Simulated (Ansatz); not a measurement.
Geometry optimisation, RKS B3LYP/def2-SVP (Ansatz 0.2.0).

Input:

```yaml
crystal:
  periodic: [false, false, false]
  atoms:
    - { symbol: Al, position_ang: [0.076035, -0.247295, 0.136967] }
    - { symbol: "N", position_ang: [0.003294, -0.148228, 1.999512] }
    - { symbol: H, position_ang: [-0.762265, -0.574084, 2.514686] }
    - { symbol: H, position_ang: [0.854485, -0.161318, 2.556646] }
    - { symbol: Cl, position_ang: [1.912168, -0.099406, -0.858761] }
    - { symbol: Cl, position_ang: [-1.707002, -0.705674, -0.87494] }
    - { symbol: O, position_ang: [-0.68455, 2.547434, 0.75934] }
    - { symbol: H, position_ang: [-1.640918, 2.557733, 0.615927] }
    - { symbol: H, position_ang: [-0.580748, 1.989638, 1.571523] }
basis:
  gaussian: { orbitals: def2-SVP }
hamiltonian:
  xc: b3lyp
relax:
  f_tol: 0.03
  max_steps: 50
```

Run as:

```bash
$ ansatz run input.yaml --threads 2 --pin off --max-ram 3072MiB --backend cpu --events-out ev --progress --plain --runs-dir out
```

Where does it end, and by what steps?

The run converged. After 8 steps the energy has fallen by 0.766 eV; O7 moved furthest, 0.53 Å. Joined: Al1–O7 (2.96 → 1.98 Å).

```csv
step,energy less start (eV),largest force component (eV/Å),accepted
0,0.0000,1.701,yes
1,-0.2121,0.846,yes
2,-0.4818,1.313,yes
3,-0.6694,1.195,yes
4,-0.7432,0.740,yes
5,-0.7608,0.277,yes
6,-0.7638,0.155,yes
7,-0.7663,0.036,yes
8,-0.7664,0.025,yes
```

```xyz
9
Properties=species:S:1:pos:R:3
Al -0.062 0.170 0.274
N -0.031 -0.068 2.083
H -0.712 -0.689 2.518
H 0.859 -0.203 2.561
Cl 1.773 0.183 -0.787
Cl -1.815 -0.515 -0.731
O -0.539 2.059 0.615
H -1.404 2.368 0.302
H -0.599 1.855 1.585
```

Run time: 26 s on 2 threads of Arm Neoverse V2, on a shared host, peak memory 0.22 GiB.
